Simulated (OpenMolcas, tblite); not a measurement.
# C4H4Si (SMILES C#C[SiH2]C#C): methods side by side

C4H4Si has 9 atoms, charge 0, and is taken as a singlet. SMILES: `C#C[SiH2]C#C`. The shape is that of a PBE0-D4/def2-TZVP optimisation.

Each level gives the dipole moment (D). The values are calculated.

```json
{"level": "IPEA1-xTB", "kind": "semi-empirical", "program": "tblite", "value (D)": "1.36"}
{"level": "HF/cc-pVDZ", "kind": "Hartree–Fock", "program": "OpenMolcas", "value (D)": "0.68"}
{"level": "PBE/cc-pVDZ", "kind": "GGA", "program": "OpenMolcas", "value (D)": "0.53"}
{"level": "r2SCAN/cc-pVDZ", "kind": "meta-GGA", "program": "OpenMolcas", "value (D)": "0.58"}
{"level": "M06-2X/cc-pVDZ", "kind": "hybrid meta-GGA", "program": "OpenMolcas", "value (D)": "0.52"}
```

The values span 0.52 to 1.36 D. Magnitudes only.
